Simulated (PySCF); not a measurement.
SCF from a fresh guess for singlet [I3]-, at the PBE0 minimum. PySCF input:

```python
from pyscf import gto, scf, dft
mol = gto.M(atom='''
I      0.000000     0.000000    -0.000000
I      0.000000     0.000000     2.959262
I     -0.000000    -0.000000    -2.959262''',
    basis={'I': 'def2-SVPD'},
    ecp={'I': 'def2-SVPD'},
    charge=-1, spin=0)
mf = dft.RKS(mol, xc='PBE0')
mf.grids.atom_grid = (50, 194)
aux = {'I': 'def2-universal-JKFIT'}
mf = mf.density_fit(auxbasis=aux)
mf.conv_tol = 1e-08
mf.diis_space = 10
mf.max_cycle = 60
mf.init_guess = 'huckel'
mf.verbose = 4
mf.kernel()
```

Excerpt of the output (cycles and frontier levels):

```
init E= -893.232281397661
  HOMO = -0.0969481862947024  LUMO = 0.00994971874142969  gap/eV = 2.90884
cycle= 1 E= -893.233172649459  delta_E= -0.000891  |g|= 0.43  |ddm|= 1.32
  HOMO = -0.0353206538386297  LUMO = 0.0626018778476585  gap/eV = 2.66461
cycle= 2 E= -893.160097504732  delta_E= 0.0731  |g|= 0.609  |ddm|= 1.56
  HOMO = -0.106976876074585  LUMO = 0.023438808121405  gap/eV = 3.54879
cycle= 3 E= -893.303402599679  delta_E= -0.143  |g|= 0.0205  |ddm|= 0.912
  HOMO = -0.103365775381405  LUMO = 0.0286065136461184  gap/eV = 3.59115
cycle= 4 E= -893.30347321919  delta_E= -7.06e-05  |g|= 0.00891  |ddm|= 0.0544
  HOMO = -0.104688688869434  LUMO = 0.027456692527128  gap/eV = 3.59586
cycle= 5 E= -893.303490178801  delta_E= -1.7e-05  |g|= 0.000906  |ddm|= 0.016
  HOMO = -0.104619226810118  LUMO = 0.0275449063857698  gap/eV = 3.59637
cycle= 6 E= -893.303490471741  delta_E= -2.93e-07  |g|= 0.000179  |ddm|= 0.00156
  HOMO = -0.104627052950075  LUMO = 0.0275423063124789  gap/eV = 3.59651
cycle= 7 E= -893.303490483947  delta_E= -1.22e-08  |g|= 2.84e-05  |ddm|= 0.000399
  HOMO = -0.1046280156908  LUMO = 0.0275402714542174  gap/eV = 3.59648
cycle= 8 E= -893.303490484296  delta_E= -3.49e-10  |g|= 2.82e-06  |ddm|= 6.08e-05
  HOMO = -0.104627949160842  LUMO = 0.0275404778586559  gap/eV = 3.59649
Extra cycle  E= -893.303490484293  delta_E= 2.27e-12  |g|= 4.03e-06  |ddm|= 1.15e-05
converged SCF energy = -893.303490484293
```

No lower solution of this spin was found by a stability analysis within the restricted form, which does not test spin polarisation.

The search for the lowest solution, with the stability check, took 3.6 s on 2 threads of a shared AMD EPYC 9R45 96-Core (Zen 5) host, with 105 basis functions; the process peaked at 0.35 GiB. Launch command: `OMP_NUM_THREADS=2 python axn.py task.json out`.
